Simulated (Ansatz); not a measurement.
Ansatz (an electronic-structure program) job for 1,3-disilylpropan-2-ylsilane (C₃H₁₄Si₃), SMILES [SiH3]CC([SiH3])C[SiH3], B3LYP-D3(BJ)/def2-SVP. 

Ansatz 0.2 input:
```yaml
crystal:
  periodic: [false, false, false]
  atoms:
    - {symbol: Si, position_ang: [-1.11667619, 1.99695376, 1.29343372]}
    - {symbol: C, position_ang: [-0.74871890, 0.76379870, -0.10433649]}
    - {symbol: C, position_ang: [0.42780308, -0.18590855, 0.12934650]}
    - {symbol: Si, position_ang: [2.11011888, 0.71379909, 0.22094880]}
    - {symbol: C, position_ang: [0.48291765, -1.25904409, -0.96711795]}
    - {symbol: Si, position_ang: [-1.04041691, -2.39902656, -1.06948153]}
    - {symbol: H, position_ang: [-0.11754712, 3.06651238, 1.33659454]}
    - {symbol: H, position_ang: [-1.13894219, 1.29044942, 2.57695913]}
    - {symbol: H, position_ang: [-2.43414748, 2.59261088, 1.05020506]}
    - {symbol: H, position_ang: [-0.59005746, 1.30429179, -1.04160655]}
    - {symbol: H, position_ang: [-1.65153305, 0.16221091, -0.25560961]}
    - {symbol: H, position_ang: [0.25918899, -0.69912732, 1.08448825]}
    - {symbol: H, position_ang: [2.18920845, 1.55609674, 1.41408425]}
    - {symbol: H, position_ang: [3.17665916, -0.29062859, 0.27532843]}
    - {symbol: H, position_ang: [2.28274412, 1.52869967, -0.98464063]}
    - {symbol: H, position_ang: [1.36278291, -1.88680063, -0.80188394]}
    - {symbol: H, position_ang: [0.63788173, -0.77253132, -1.93387506]}
    - {symbol: H, position_ang: [-2.13490640, -1.78049516, -1.82319670]}
    - {symbol: H, position_ang: [-0.65393891, -3.63288934, -1.75745097]}
    - {symbol: H, position_ang: [-1.50176454, -2.71564380, 0.28463725]}
basis:
  gaussian:
    orbitals: def2-SVP
hamiltonian:
  xc: b3lyp
  dispersion: d3bj
relax: {f_tol: 0.002, max_steps: 200}
```

Log of the run:

```
WARN ansatz: RAYON_NUM_THREADS=2 ignored (pool sized by the plan → 2); use --threads N
Functional definition: B3LYP
integrals: 0.20 GiB planned
1778 factors; integrals over basis functions are off by at most 4.7e-4 eV
mean field: 1.25 GiB planned
mean field evaluation 1: about -26954.7876 eV, gradient 5.9e1 eV
mean field evaluation 2: about -26943.3535 eV, gradient 8.7e1 eV
mean field evaluation 4: about -26963.7489 eV, gradient 3.5e0 eV
mean field evaluation 8: about -26963.7936 eV, gradient 2.2e-2 eV
mean field -26963.79360240 eV, -990.9011381726 hartree, gradient 1.8e-5 eV, S^2 0.000000; 0 other end points of the search recorded, 0 dependent functions left out
the calculation of the forces begins
reference -26963.79395385 eV, -990.9011510880 hartree; 37, 37 occupied and 129, 129 virtual orbitals, 1778 factors
relax step   1: F+E_penalty+E_count = -26964.79238596 eV  Δ(F+E_penalty+E_count) = +0.000e0 eV  max|allowed force component| = 5.972e-1 eV/Å  Δτ_max = 0.0000 Å  (24 SCF iters, accepted)
these checks for a lower state are left out or cut short: starts, cluster_reference, orbital_swaps, neighbouring_geometries, increment
integrals: 0.20 GiB planned
1778 factors; integrals over basis functions are off by at most 5.0e-4 eV
mean field: 1.25 GiB planned
mean field evaluation 16: about -26963.8703 eV, gradient 3.1e0 eV
[...]
mean field: 1.24 GiB planned
mean field -26963.91567078 eV, -990.9056241026 hartree, gradient 7.7e-5 eV, S^2 0.000000; 0 other end points of the search recorded, 0 dependent functions left out
the calculation of the forces begins
reference -26963.91602745 eV, -990.9056372101 hartree; 37, 37 occupied and 129, 129 virtual orbitals, 1778 factors
relax step   7: F+E_penalty+E_count = -26964.90263599 eV  Δ(F+E_penalty+E_count) = -1.004e-3 eV  max|allowed force component| = 3.695e-2 eV/Å  Δτ_max = 0.0777 Å  (23 SCF iters, accepted)
these checks for a lower state are left out or cut short: starts, cluster_reference, orbital_swaps, neighbouring_geometries, increment
integrals: 0.20 GiB planned
1778 factors; integrals over basis functions are off by at most 5.5e-4 eV
mean field: 1.24 GiB planned
mean field -26963.91618985 eV, -990.9056431780 hartree, gradient 1.7e-5 eV, S^2 0.000000; 0 other end points of the search recorded, 0 dependent functions left out
the calculation of the forces begins
reference -26963.91654645 eV, -990.9056562830 hartree; 37, 37 occupied and 129, 129 virtual orbitals, 1778 factors
relax step   8: F+E_penalty+E_count = -26964.90294832 eV  Δ(F+E_penalty+E_count) = -3.123e-4 eV  max|allowed force component| = 2.052e-2 eV/Å  Δτ_max = 0.0192 Å  (22 SCF iters, accepted)
these checks for a lower state are left out or cut short: starts, cluster_reference, orbital_swaps, neighbouring_geometries, increment
integrals: 0.20 GiB planned
1778 factors; integrals over basis functions are off by at most 5.5e-4 eV
mean field: 1.24 GiB planned
mean field -26963.91679957 eV, -990.9056655851 hartree, gradient 7.6e-5 eV, S^2 0.000000; 0 other end points of the search recorded, 0 dependent functions left out
the calculation of the forces begins
reference -26963.91715607 eV, -990.9056786862 hartree; 37, 37 occupied and 129, 129 virtual orbitals, 1778 factors
relax step   9: F+E_penalty+E_count = -26964.90315473 eV  Δ(F+E_penalty+E_count) = -2.064e-4 eV  max|allowed force component| = 1.241e-2 eV/Å  Δτ_max = 0.0335 Å  (24 SCF iters, accepted)
these checks for a lower state are left out or cut short: starts, cluster_reference, orbital_swaps, neighbouring_geometries, increment
integrals: 0.20 GiB planned
1778 factors; integrals over basis functions are off by at most 5.5e-4 eV
mean field: 1.24 GiB planned
mean field evaluation 64: about -26963.9171 eV, gradient 9.2e-6 eV
mean field -26963.91713498 eV, -990.9056779110 hartree, gradient 9.2e-6 eV, S^2 0.000000; 0 other end points of the search recorded, 0 dependent functions left out
the calculation of the forces begins
reference -26963.91749156 eV, -990.9056910150 hartree; 37, 37 occupied and 129, 129 virtual orbitals, 1778 factors
relax step  10: F+E_penalty+E_count = -26964.90320539 eV  Δ(F+E_penalty+E_count) = -5.066e-5 eV  max|allowed force component| = 6.399e-3 eV/Å  Δτ_max = 0.0141 Å  (22 SCF iters, accepted)
these checks for a lower state are left out or cut short: starts, cluster_reference, orbital_swaps, neighbouring_geometries, increment
integrals: 0.20 GiB planned
1778 factors; integrals over basis functions are off by at most 5.5e-4 eV
mean field: 1.25 GiB planned
mean field -26963.91717846 eV, -990.9056795088 hartree, gradient 1.3e-5 eV, S^2 0.000000; 0 other end points of the search recorded, 0 dependent functions left out
the calculation of the forces begins
reference -26963.91753506 eV, -990.9056926136 hartree; 37, 37 occupied and 129, 129 virtual orbitals, 1778 factors
relax step  11: F+E_penalty+E_count = -26964.90323609 eV  Δ(F+E_penalty+E_count) = -3.070e-5 eV  max|allowed force component| = 4.246e-3 eV/Å  Δτ_max = 0.0078 Å  (21 SCF iters, accepted)
these checks for a lower state are left out or cut short: starts, cluster_reference, orbital_swaps, neighbouring_geometries, increment
integrals: 0.20 GiB planned
1778 factors; integrals over basis functions are off by at most 5.5e-4 eV
mean field: 1.25 GiB planned
mean field -26963.91739644 eV, -990.9056875194 hartree, gradient 1.8e-5 eV, S^2 0.000000; 0 other end points of the search recorded, 0 dependent functions left out
the calculation of the forces begins
reference -26963.91775313 eV, -990.9057006278 hartree; 37, 37 occupied and 129, 129 virtual orbitals, 1778 factors
relax step  12: F+E_penalty+E_count = -26964.90327810 eV  Δ(F+E_penalty+E_count) = -4.201e-5 eV  max|allowed force component| = 4.350e-3 eV/Å  Δτ_max = 0.0196 Å  (22 SCF iters, accepted)
these checks for a lower state are left out or cut short: starts, cluster_reference, orbital_swaps, neighbouring_geometries, increment
integrals: 0.20 GiB planned
1778 factors; integrals over basis functions are off by at most 5.5e-4 eV
mean field: 1.24 GiB planned
mean field -26963.91755505 eV, -990.9056933483 hartree, gradient 1.6e-5 eV, S^2 0.000000; 0 other end points of the search recorded, 0 dependent functions left out
the calculation of the forces begins
reference -26963.91791181 eV, -990.9057064591 hartree; 37, 37 occupied and 129, 129 virtual orbitals, 1778 factors
relax step  13: F+E_penalty+E_count = -26964.90328900 eV  Δ(F+E_penalty+E_count) = -1.090e-5 eV  max|allowed force component| = 4.032e-3 eV/Å  Δτ_max = 0.0096 Å  (21 SCF iters, accepted)
these checks for a lower state are left out or cut short: starts, cluster_reference, orbital_swaps, neighbouring_geometries, increment
integrals: 0.20 GiB planned
1778 factors; integrals over basis functions are off by at most 5.5e-4 eV
mean field: 1.24 GiB planned
mean field -26963.91765669 eV, -990.9056970834 hartree, gradient 8.2e-6 eV, S^2 0.000000; 0 other end points of the search recorded, 0 dependent functions left out
the calculation of the forces begins
reference -26963.91801347 eV, -990.9057101951 hartree; 37, 37 occupied and 129, 129 virtual orbitals, 1778 factors
relax step  14: F+E_penalty+E_count = -26964.90329582 eV  Δ(F+E_penalty+E_count) = -6.820e-6 eV  max|allowed force component| = 1.417e-3 eV/Å  Δτ_max = 0.0064 Å  (22 SCF iters, accepted)
these checks for a lower state are left out or cut short: starts, cluster_reference, orbital_swaps, neighbouring_geometries, increment
integrals: 0.20 GiB planned
1778 factors; integrals over basis functions are off by at most 5.5e-4 eV
mean field: 1.24 GiB planned
mean field -26963.91773075 eV, -990.9056998050 hartree, gradient 3.5e-5 eV, S^2 0.000000; 0 other end points of the search recorded, 0 dependent functions left out
the calculation of the forces begins
reference -26963.91808754 eV, -990.9057129169 hartree; 37, 37 occupied and 129, 129 virtual orbitals, 1778 factors
relax step  15: F+E_penalty+E_count = -26964.90329926 eV  Δ(F+E_penalty+E_count) = -3.437e-6 eV  max|allowed force component| = 1.444e-3 eV/Å  Δτ_max = 0.0040 Å  (19 SCF iters, accepted)
these checks for a lower state are left out or cut short: starts, cluster_reference, orbital_swaps, neighbouring_geometries, increment
integrals: 0.20 GiB planned
1778 factors; integrals over basis functions are off by at most 5.5e-4 eV
mean field: 1.24 GiB planned
mean field evaluation 96: about -26963.9178 eV, gradient 3.5e-5 eV
mean field -26963.91779671 eV, -990.9057022290 hartree, gradient 3.8e-5 eV, S^2 0.000000; 0 other end points of the search recorded, 0 dependent functions left out
the calculation of the forces begins
reference -26963.91815350 eV, -990.9057153409 hartree; 37, 37 occupied and 129, 129 virtual orbitals, 1778 factors
relax step  16: F+E_penalty+E_count = -26964.90330124 eV  Δ(F+E_penalty+E_count) = -1.983e-6 eV  max|allowed force component| = 2.205e-3 eV/Å  Δτ_max = 0.0049 Å  (18 SCF iters, accepted)
these checks for a lower state are left out or cut short: starts, cluster_reference, orbital_swaps, neighbouring_geometries, increment
integrals: 0.20 GiB planned
1778 factors; integrals over basis functions are off by at most 5.5e-4 eV
mean field: 1.24 GiB planned
mean field -26963.91780015 eV, -990.9057023557 hartree, gradient 1.9e-5 eV, S^2 0.000000; 0 other end points of the search recorded, 0 dependent functions left out
the calculation of the forces begins
reference -26963.91815694 eV, -990.9057154673 hartree; 37, 37 occupied and 129, 129 virtual orbitals, 1778 factors
relax step  17: F+E_penalty+E_count = -26964.90330178 eV  Δ(F+E_penalty+E_count) = -5.356e-7 eV  max|allowed force component| = 1.082e-3 eV/Å  Δτ_max = 0.0019 Å  (18 SCF iters, accepted)
integrals: 0.20 GiB planned
1778 factors; integrals over basis functions are off by at most 5.5e-4 eV
mean field: 1.24 GiB planned
mean field -26963.91780015 eV, -990.9057023557 hartree, gradient 1.9e-5 eV, S^2 0.000000; 1 other end points of the search recorded, 0 dependent functions left out
the calculation of the forces begins
reference -26963.91815694 eV, -990.9057154673 hartree; 37, 37 occupied and 129, 129 virtual orbitals, 1778 factors
Total energy: -26964.90365857 eV, -990.9419319841 hartree
Atom 0 at    -1.100054     2.067900     1.262684 Å, force     0.000012    -0.000434    -0.000770 eV/Å
Atom 1 at    -0.777561     0.763934    -0.077190 Å, force     0.000232     0.000627     0.001082 eV/Å
Atom 2 at     0.409865    -0.200359     0.132155 Å, force     0.000440     0.000265     0.000245 eV/Å
Atom 3 at     2.088822     0.691960     0.264176 Å, force    -0.000129    -0.000178    -0.000369 eV/Å
Atom 4 at     0.489331    -1.280949    -0.973540 Å, force    -0.000683    -0.000743    -0.000325 eV/Å
Atom 5 at    -1.007712    -2.440546    -1.114556 Å, force     0.000410     0.000714     0.000434 eV/Å
Atom 6 at    -0.091245     3.165480     1.223820 Å, force    -0.000019     0.000081    -0.000174 eV/Å
Atom 7 at    -1.061841     1.435301     2.614859 Å, force    -0.000290    -0.000029     0.000008 eV/Å
Atom 8 at    -2.451578     2.662398     1.044193 Å, force     0.000092     0.000012     0.000386 eV/Å
Atom 9 at    -0.673683     1.288824    -1.044625 Å, force    -0.000015     0.000162    -0.000459 eV/Å
Atom 10 at    -1.716726     0.186848    -0.161911 Å, force    -0.000269    -0.000151    -0.000047 eV/Å
Atom 11 at     0.271497    -0.712508     1.103253 Å, force     0.000033    -0.000108     0.000052 eV/Å
Atom 12 at     2.147988     1.578791     1.462732 Å, force     0.000030    -0.000194     0.000017 eV/Å
Atom 13 at     3.179104    -0.322223     0.367902 Å, force    -0.000049    -0.000058     0.000269 eV/Å
Atom 14 at     2.314574     1.520963    -0.958149 Å, force    -0.000078     0.000208    -0.000006 eV/Å
Atom 15 at     1.367381    -1.930769    -0.809534 Å, force     0.000350    -0.000020     0.000052 eV/Å
Atom 16 at     0.649345    -0.807156    -1.959640 Å, force     0.000073     0.000054    -0.000057 eV/Å
Atom 17 at    -2.205111    -1.761602    -1.690869 Å, force    -0.000269     0.000010    -0.000609 eV/Å
Atom 18 at    -0.661243    -3.593300    -1.997774 Å, force    -0.000043    -0.000011    -0.000271 eV/Å
Atom 19 at    -1.370499    -2.959659     0.238840 Å, force     0.000169    -0.000209     0.000544 eV/Å
Dipole moment:     0.016543    -0.061029    -0.092663 e Å
```

Self-consistency was reached.
